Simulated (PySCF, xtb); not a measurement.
CuH, SMILES [CuH] (connectivity only; charge and spin as stated), charge +1, multiplicity 2.

Harmonic wavenumbers (cm⁻¹) from GFN2-xTB (xtb) at its own minimum, in rising order: 1411.

What does r2SCAN-D4/def2-TZVPD in PySCF give at its own minimum? (Estimate from the structure and the level; the computed values follow.)

1742. Paired by order, the mean absolute difference is 331 cm⁻¹ and the zero-point energies are 2.0 and 2.5 kcal/mol.
